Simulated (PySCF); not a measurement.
# Dipole response of Se²⁺ (selenium, charge +2)

[Ar] 3d10 4s2 4p2, high-spin 3P determinant. Computed with PySCF 2.14 in aug-cc-pwCVTZ-PP with ECP10MDF (8s7p6d4f1g, 96 functions), with a scalar-relativistic core potential. Coupled (time-dependent) response in atomic units; α is the mean over directions.

```tsv
method	mean α (bohr³)	α xx, yy, zz	C₆ (like pair)	S(−4)
r2SCAN0	9.317	9.271, 9.340, 9.340	44.70	22.84
```

S(−4) is the Cauchy moment in α(ω) = α(0) + S(−4) ω² + …

Spin-orbit coupling is absent.

α(iu) at r2SCAN0:

```json
{"u (hartree)": "0", "α(iu) (bohr³)": "9.317"}
{"u (hartree)": "0.0500", "α(iu) (bohr³)": "9.260"}
{"u (hartree)": "0.100", "α(iu) (bohr³)": "9.095"}
{"u (hartree)": "0.200", "α(iu) (bohr³)": "8.494"}
{"u (hartree)": "0.300", "α(iu) (bohr³)": "7.667"}
{"u (hartree)": "0.500", "α(iu) (bohr³)": "5.897"}
{"u (hartree)": "0.750", "α(iu) (bohr³)": "4.143"}
{"u (hartree)": "1.00", "α(iu) (bohr³)": "2.990"}
{"u (hartree)": "1.50", "α(iu) (bohr³)": "1.760"}
{"u (hartree)": "2.00", "α(iu) (bohr³)": "1.183"}
{"u (hartree)": "3.00", "α(iu) (bohr³)": "0.6798"}
{"u (hartree)": "5.00", "α(iu) (bohr³)": "0.3447"}
```

For an ion, C₆ is the dispersion term alone; charge-induced terms of lower order in 1/R come first.

The components differ because the open shell of this determinant is not spherical; for a pure term their mean is the scalar polarisability.

Energies and moments cover only the electrons outside the core potential.
